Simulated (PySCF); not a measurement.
RbSe⁺ at M06-L

Level: M06-L. PySCF, scalar-relativistic core potentials, basis sets Rb def2-SVP with ECP28, Se def2-SVP.

```
state                                                                                                              : ³Σ⁻ (triplet), unpaired electrons π ↑↑
bond length                                                                                                        : 3.673 Å
harmonic wavenumber                                                                                                : 69.1 cm⁻¹
force constant                                                                                                     : 0.116 mdyn/Å
rotational constant Be                                                                                             : 0.03035 cm⁻¹
anharmonicity ωexe                                                                                                 : 0.739 cm⁻¹
vibration–rotation constant αe                                                                                     : 0.000297 cm⁻¹
well depth De to Rb⁺ + Se                                                                                          : 0.30 eV
dissociation energy D0                                                                                             : 0.30 eV
bond order (Mayer)                                                                                                 : 0.11
dipole moment (positive dipole points towards Se; it is taken about the centre of mass and depends on that origin) : -7.22 D
```

The bond is weak. Basis-set superposition, not corrected here, can be much of De in a small basis, most of all at correlated wavefunction levels. Spin–orbit coupling is left out. For an ion De counts to the pair picked by the measured ionisation energies or electron affinities, which need not be the lowest pair at this level. The state was picked by a PBE0 search and need not be the measured ground state.
